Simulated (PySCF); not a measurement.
# How methods differ on the ionisation energy of Rb²²⁺

Rb²²⁺ [Ne] 3s2 3p3 (4S) → Rb²³⁺ [Ne] 3s2 3p2 (3P), as a difference of total energies. Computed with PySCF 2.14 in an uncontracted even-tempered set (18 s from 2.5 bohr⁻², ratio 2.5; 12 p from 3.2 bohr⁻², ratio 2.5; 5 d from 14 bohr⁻², ratio 2.7; 4 f from 22 bohr⁻², ratio 2.7), with the spin-free X2C one-electron Hamiltonian (Gaussian nucleus). Correlated levels: outer shells: 1s2 frozen; virtual orbitals above 40 to 60 times the deepest correlated orbital energy dropped. The calculations carry no spin-orbit coupling.

```
                method  ionisation energy (eV)
                   UHF                  1022.6
    MP2 (outer shells)                  1023.2
SCS-MP2 (outer shells)                  1022.9
   CCSD (outer shells)                  1023.0
CCSD(T) (outer shells)                  1023.0
```

Spin-orbit coupling is strong in these open shells (close to jj coupling). The scalar numbers leave it out and a first-order estimate fails, so it can dominate the gap to the real levels.

Breit and QED terms and the two-electron picture change are absent.

For comparison: 1024 ± 4 eV (semi-empirical (NIST evaluation); NIST Atomic Spectra Database, ionization energies).
